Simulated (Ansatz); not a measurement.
Basis sets compared for BF3. Charge 0, multiplicity 1. Geometry PBE-D4/def2-TZVP. Ansatz on 2 threads of Intel Xeon Platinum 8259CL on a shared host; times are rough, and most runs start from earlier orbitals.

```xyz
4

B     0.000    0.000    0.000
F    -0.375    0.123    1.266
F     0.442    1.057   -0.666
F    -0.067   -1.181   -0.599
```

Binding counts from free atoms (B doublet, F doublet) in the same basis, without a counterpoise term.

```json
{"level": "HF/STO-3G", "functions": "20", "energy (Eh)": "-318.6609", "HOMO (eV)": "-12.98", "LUMO (eV)": "9.05", "binding per atom (eV)": "3.76", "wall time": "0.2 s"}
{"level": "HF/def2-TZVP", "functions": "124", "energy (Eh)": "-323.3418", "HOMO (eV)": "-18.06", "LUMO (eV)": "2.73", "binding per atom (eV)": "3.91", "wall time": "0.9 s"}
{"level": "PBE-D4/def2-SVP", "functions": "56", "energy (Eh)": "-323.9903", "HOMO (eV)": "-9.67", "LUMO (eV)": "-0.30", "binding per atom (eV)": "5.37", "wall time": "0.7 s"}
{"level": "PBE-D4/def2-TZVP (with forces)", "functions": "124", "energy (Eh)": "-324.3869", "HOMO (eV)": "-10.01", "LUMO (eV)": "-0.52", "binding per atom (eV)": "5.23", "wall time": "1.7 s"}
{"level": "PBE-D4/def2-TZVPD", "functions": "157", "energy (Eh)": "-324.3884", "HOMO (eV)": "-10.07", "LUMO (eV)": "-0.83", "binding per atom (eV)": "5.22", "wall time": "1.8 s"}
{"level": "r2SCAN-D4/def2-TZVP", "functions": "124", "energy (Eh)": "-324.5727", "HOMO (eV)": "-10.56", "LUMO (eV)": "0.06", "binding per atom (eV)": "5.12", "wall time": "2.4 s"}
{"level": "r2SCAN-D4/def2-TZVPD", "functions": "157", "energy (Eh)": "-324.5736", "HOMO (eV)": "-10.59", "LUMO (eV)": "-0.18", "binding per atom (eV)": "5.11", "wall time": "3.2 s"}
{"level": "PBE0-D4/def2-SVP", "functions": "56", "energy (Eh)": "-323.9942", "HOMO (eV)": "-12.01", "LUMO (eV)": "0.76", "binding per atom (eV)": "5.15", "wall time": "0.8 s"}
{"level": "PBE0-D4/def2-TZVP", "functions": "124", "energy (Eh)": "-324.3902", "HOMO (eV)": "-12.24", "LUMO (eV)": "0.40", "binding per atom (eV)": "5.06", "wall time": "2.2 s"}
{"level": "PBE0-D4/def2-TZVPD", "functions": "157", "energy (Eh)": "-324.3913", "HOMO (eV)": "-12.28", "LUMO (eV)": "-0.20", "binding per atom (eV)": "5.05", "wall time": "2.5 s"}
```

Problem. Estimate the rows for PBE0-D4/def2-QZVPP.

Solution. 
| level | functions | energy (Eh) | HOMO (eV) | LUMO (eV) | binding per atom (eV) | wall time |
| --- | --- | --- | --- | --- | --- | --- |
| PBE0-D4/def2-QZVPP | 228 | -324.4071 | -12.27 | 0.51 | 5.06 | 3.7 s |
